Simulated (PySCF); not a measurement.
# Spectroscopy problems

Theoretical values (PySCF 2.14.0 with density-fitted response routines): structure optimised with GFN2-xTB, σ from GIAO-PBE0/pcSseg-1. No solvent model, a single conformation, non-relativistic Hamiltonian, one averaged value for each set of equivalent atoms.

δ = σ(ref) − σ, references computed at the same level: TMS for 1H, 13C. Splittings of carbon signals by F and P are missing where no couplings were computed. Where no couplings were computed, multiplicities follow the n + 1 count of equivalent neighbours, and m marks all less simple cases (inequivalent or close neighbours, rings, F or P nearby). Shifts are as computed. Against solution values, carbons near 30 ppm lie about +3 ppm off and those near 130 ppm about +5 ppm. Of 1211 compounds with measured shifts, 218 miss one by over three times the rms of a fit or turn the order of signals round; such compounds aren't used in these exercises. OH and NH positions are gas-phase values without hydrogen bonding to other molecules.

(1) C5H11F2NSi. 1H NMR (400 MHz, computed): δ 6.15 (m, 1H), 6.00 (m, 1H), 4.73 (s, 3H), 3.63 (d, 2H), 1.98 (s, 3H), -0.23 (br s, 1H). 13C{1H} NMR (computed): δ 143.8 (CH), 139.3 (C), 125.1 (CH), 45.3 (CH2), 11.2 (CH3). Identify the compound.

(2) C7H13OP. 1H NMR (500 MHz, computed): δ 6.81 (m, 1H), 6.54 (m, 1H), 6.05 (m, 1H), 2.73 (m, 1H), 2.50 (m, 1H), 2.22 (m, 1H), 2.20 (m, 1H), 1.99 (m, 1H), 1.94 (m, 1H), 1.78 (m, 1H), 1.14 (m, 3H). 13C{1H} NMR (computed): δ 143.4 (CH2), 141.6 (CH), 34.4 (CH), 19.3 (CH2), 18.6 (CH2), 18.5 (CH2), 16.8 (CH3). What is it?

## Answers

(1) SMILES C/C(=C\CN[SiH3])C(F)F. Rings plus π bonds: 1 (no ring in the answer). 5 carbon signals for 5 carbons: no two carbons are equivalent. Carbon types of the structure: 1 × C, 2 × CH, 1 × CH2, 1 × CH3, leaving 4 H on heteroatoms. δC 143.8: alkene CH; the olefinic region. δC 139.3: fully substituted alkene carbon; an sp2 carbon of a C=C bond. δC 125.1: allylic sp3 CH bonded to 2 F; 2 electronegative neighbours deshield it. δC 11.2: allylic methyl carbon; saturated and bonded to C and H only.

The data come from this structure; uniqueness wasn't tested.

(2) SMILES C=C[P@@](C)(=O)C1CCC1. 7 carbon signals for 7 carbons: no two carbons are equivalent. Carbon types of the structure: 2 × CH, 4 × CH2, 1 × CH3, which accounts for all hydrogens. δC 143.4: terminal =CH2 carbon; as expected for a trigonal carbon in a double bond. δC 141.6: alkene CH; an sp2 carbon of a C=C bond. δC 19.3, 18.6, 18.5: sp3 CH2 in a ring; aliphatic region, no heteroatom directly attached. δH 6.05: hydrogen on an alkene CH; a vinylic proton, deshielded by the sp2 carbon and the C=C anisotropy.

This is the structure that produced the data.
